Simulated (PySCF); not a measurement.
# Spinor energies of Cr⁴⁺ (chromium, charge +4)

Start: [Ar] 3d2; 3d3/2 filled at m_j = +1/2, +3/2. Calculated with PySCF 2.14 in x2c-SVPall-2c (5s5p3d1f, 42 functions): generalised Hartree-Fock with the X2C-1e Hamiltonian and a Gaussian nucleus; one run each with spin-orbit coupling (SO) switched off, then screened by Boettger's factors.

| spinor shell | electrons | ε, spin-free (eV) | ε, screened SO (eV) | weight of nominal j (screened SO) | rms radius, screened SO (bohr) |
| --- | --- | --- | --- | --- | --- |
| 1s1/2 | 2 | -6109.9 | -6109.9 | 1.000 | 0.0735 |
| 2s1/2 | 2 | -793.73 | -793.72 | 1.000 | 0.316 |
| 2p1/2 | 2 | -675.26 | -681.66 | 0.991 | 0.285 |
| 3s1/2 | 2 | -154.30 | -154.30 | 1.000 | 0.954 |
| 3p1/2 | 2 | -117.98 | -120.00 | 0.652 | 1.02 |
| 3p3/2 | 4 | -117.98 | -116.97 | 0.826 | 1.02 |
| 3d3/2 | 2 | -71.735 | -71.760 | 0.732 | 1.13 |

Question: Where does 2p3/2 lie, and what is the 2p spin-orbit splitting (screened SO)?

Answer: At -672.09 eV, 9.571 eV above 2p1/2.

```
   quantity    spin-free  screened SO
E (hartree)  -1045.79304  -1045.80337
        M_J            2            2
       ⟨J²⟩        8.004        7.767
       ⟨L²⟩       12.003       11.995
       ⟨S²⟩        2.000        1.998
```

The determinant has a definite M_J but mixes levels of different J.

Each row is a mean over spinors that exchange with the open shell spreads, by up to 9.761 eV (3p1/2).

Rows whose weight is well below 1 are mixtures of j = l ± 1/2: exchange outweighs spin-orbit coupling there, and the label is only the starting occupation.

Without spin-orbit coupling the j labels of p, d and f shells carry no meaning; the spin-free column gives the mean over the occupied spinors of each nl shell, and its ⟨J²⟩ belongs to a mixture of degenerate components.
